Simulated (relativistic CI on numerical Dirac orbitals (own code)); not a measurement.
Ni⁺: L-alpha,beta X-ray emission

Computed with this model: Dirac-Coulomb-Breit CI, orbitals from a KLI potential per configuration, model QED (radiative potential, 1s self-energy scaled to tabulated hydrogen-like ionisation energies), valence Slater integrals scaled by 0.8, multiplet model of X-ray emission after core ionisation; configurations [Ar] 3d9 → [He] 2s2 2p5 3s2 3p6 3d9 → [Ar] 3d8; 300 K; Lorentzian 0.84 eV and Gaussian 0.5 eV FWHM. Energies are those of the free ion, without screening or charge transfer. S is read from ⟨S²⟩ = S(S + 1).

Field parameters in Wybourne normalisation: D3d B²₀ = −7Dσ, B⁴₀ = −14Dq − 21Dτ, B⁴₃ = −14√(10/7) Dq; Oh B⁴₀ = 21Dq, B⁴₄ = √(5/14) B⁴₀; Td as Oh with Dq negative (B⁴₀ = 21Dq, B⁴₄ = √(5/14) B⁴₀). The field is a parameter set, without covalency.

free ion: ground-state S = 0.50, centroid 860.90 eV. Peaks (eV, height): 850.5 (11), 853.9 (100), 856.3 (31), 870.1 (88), 872.3 (45).

D3d, 10Dq = 9550, Dσ = 710, Dτ = 390 cm⁻¹: ground-state S = 0.50, centroid 860.05 eV. Peaks (eV, height): 853.6 (100), 855.0 (75), 870.2 (52).

Td, 10Dq = -3500 cm⁻¹: ground-state S = 0.50, centroid 860.97 eV. Peaks (eV, height): 853.8 (100), 856.3 (27), 870.0 (77), 872.2 (41).

Oh, 10Dq = 15750 cm⁻¹: ground-state S = 0.50, centroid 859.99 eV. Peaks (eV, height): 853.5 (100), 855.5 (74), 869.7 (47), 870.7 (50), 871.9 (35), 873.8 (14).

Td, 10Dq = -5750 cm⁻¹: ground-state S = 0.50, centroid 861.02 eV. Peaks (eV, height): 853.8 (100), 870.0 (82), 872.4 (43).

Strongest unbroadened transitions for free ion:

```
Energy (eV)  Relative strength
     850.38               12.9
     852.19               29.7
     853.16               15.5
     853.82               70.0
     853.84               63.1
     854.57               57.3
     855.03               24.6
     855.08               27.1
     856.32               12.5
     856.47               18.7
     856.48               12.5
     870.02              100.0
     870.09               32.6
     870.14               29.2
     871.95               10.7
     872.05               32.4
     872.50               34.6
     872.66               15.6
```
